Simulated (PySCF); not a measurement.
Molecule: trans-1,2-dimethylcyclohexane (C1C[C@@H](C)[C@H](C)CC1, C$_{8}$H$_{16}$).

Atoms are numbered as in `[CH3:1][C@@H:2]1[CH2:3][CH2:4][CH2:5][CH2:6][C@H:7]1[CH3:8]` (H(Xn): hydrogen on atom n). Ha(C3), Ha(C4), Ha(C5), Ha(C6) are cis to C1 on the ring; Hb(C3), Hb(C4), Hb(C5), Hb(C6) are trans to C1 on the ring.

Geometry PBE0-D3(BJ)/def2-SVP throughout; GIAO in PySCF 2.14.0 with density-fitted response routines, gas phase, one conformer, non-relativistic; equivalent atoms averaged; basis pcSseg-1.

(1) How do the shifts δ (against TMS at the same level) depend on the functional? (a selection of nuclei; ppm; last column core-seconds on shared hosts with different chips, so compare them loosely; the GGAs took longer than the global hybrids here, which isn't the general rule, and the cause wasn't traced)

(2) Which nucleus among those listed moves most, in ppm?

Results:

(1) 
| functional | kind | C2/C7 | C3/C6 | C1/C8 | Ha(C4)/Hb(C5) | Hb(C3)/Ha(C6) | Hb(C4)/Ha(C5) | H(C1)/H(C8) | Ha(C3)/Hb(C6) | H(C2)/H(C7) | core-s |
| --- | --- | --- | --- | --- | --- | --- | --- | --- | --- | --- | --- |
| HF | Hartree–Fock | 34.2 | 33.3 | 20.9 | 1.41 | 1.23 | 1.00 | 0.90 | 0.65 | 0.29 | 20 |
| LDA | LDA | 45.1 | 41.1 | 22.1 | 1.73 | 1.62 | 1.31 | 0.93 | 0.89 | 0.69 | 40 |
| BP86 | GGA | 43.6 | 39.9 | 22.7 | 1.68 | 1.55 | 1.28 | 0.94 | 0.89 | 0.70 | 47 |
| KT2 | GGA | 43.4 | 39.5 | 22.2 | 1.72 | 1.58 | 1.32 | 0.94 | 0.90 | 0.71 | 53 |
| KT3 | GGA | 42.0 | 38.6 | 22.0 | 1.67 | 1.52 | 1.30 | 0.92 | 0.91 | 0.74 | 48 |
| PBE0 | global hybrid | 40.5 | 37.7 | 21.9 | 1.58 | 1.44 | 1.19 | 0.91 | 0.81 | 0.59 | 39 |
| mPW1PW91 | global hybrid | 40.2 | 37.4 | 22.0 | 1.56 | 1.43 | 1.18 | 0.91 | 0.81 | 0.59 | 40 |
| CAM-B3LYP | range-separated hybrid | 41.1 | 38.1 | 22.0 | 1.55 | 1.43 | 1.17 | 0.92 | 0.81 | 0.55 | 47 |
| wB97X-D | range-separated hybrid | 39.8 | 37.0 | 22.1 | 1.52 | 1.40 | 1.13 | 0.91 | 0.78 | 0.54 | 43 |

(2) C2/C7 (sp3 CH in a ring): from 34.2 ppm with HF to 45.1 ppm with LDA. The smallest spread is 0.05 ppm, at H(C1)/H(C8). Proton shifts span only some 12 ppm, so a few tenths of a ppm matter as much there as several ppm in carbon.
